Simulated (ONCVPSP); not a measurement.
N, ONCV: configuration errors across variants

nitrogen (N), optimised norm-conserving Vanderbilt (ONCV), made with ONCVPSP 4.0.1 (LDA (Perdew-Zunger), scalar-relativistic). Core [He], reference 2s2 2p3. Waves: 2s: rc 1.05 bohr, ncon 3, nbas 6, qcut 7.3 1/bohr, 2 projectors, debl 0.5 Ha; 2p: rc 1.45 bohr, ncon 3, nbas 6, qcut 11.3 1/bohr, 2 projectors, debl 2.7 Ha; d scattering state at 0.13 Ha: rc 1.25 bohr, ncon 3, nbas 6, qcut 8.1 1/bohr, 3 projectors, debl 3.4 Ha. Local part: polynomial inside 0.75 bohr (lpopt 5, dvloc0 3 Ha). Core correction: Teter function, fcfact 2.25, rcfact 1.6.

In the s channel the program set the typed energies aside and used -0.677, 0.250 Ha.

All-electron excitation energies from the reference (eV): (1) 2s2 2p2 13.732; (2) 2s2 2p1 42.701; (3) 2s2 2p0 89.866; (4) 2s2 2p2.5 5.167.

Errors AE − PS in meV (a dash: test not solved or not reliable):

```json
{"change": "base", "(1)": "+9.6", "(2)": "+88", "(3)": "+373", "(4)": "+1.3", "bound ghosts": "none", "GHOST(+) flags above zero": "none"}
{"change": "p: qcut 7.2", "(1)": "+22", "(2)": "+197", "(3)": "+800", "(4)": "+3.0", "bound ghosts": "none", "GHOST(+) flags above zero": "none"}
{"change": "p: qcut 8.1", "(1)": "+18", "(2)": "+157", "(3)": "+645", "(4)": "+2.4", "bound ghosts": "none", "GHOST(+) flags above zero": "none"}
{"change": "p: qcut 9.6", "(1)": "+12", "(2)": "+108", "(3)": "+454", "(4)": "+1.7", "bound ghosts": "none", "GHOST(+) flags above zero": "none"}
{"change": "p: qcut 10.7", "(1)": "+9.7", "(2)": "+89", "(3)": "+378", "(4)": "+1.3", "bound ghosts": "none", "GHOST(+) flags above zero": "none"}
{"change": "p: qcut 12.2", "(1)": "+8.6", "(2)": "+80", "(3)": "+340", "(4)": "+1.1", "bound ghosts": "none", "GHOST(+) flags above zero": "none"}
{"change": "p: qcut 14.1", "(1)": "+8.1", "(2)": "+75", "(3)": "+324", "(4)": "+1.1", "bound ghosts": "none", "GHOST(+) flags above zero": "none"}
{"change": "p: qcut 17", "(1)": "+7.7", "(2)": "+72", "(3)": "+307", "(4)": "+1.0", "bound ghosts": "none", "GHOST(+) flags above zero": "none"}
```

Give the same row for: p: qcut 15.5.

+7.9, +74, +318, +1.0; bound ghosts: none; GHOST(+) flags above zero: none.
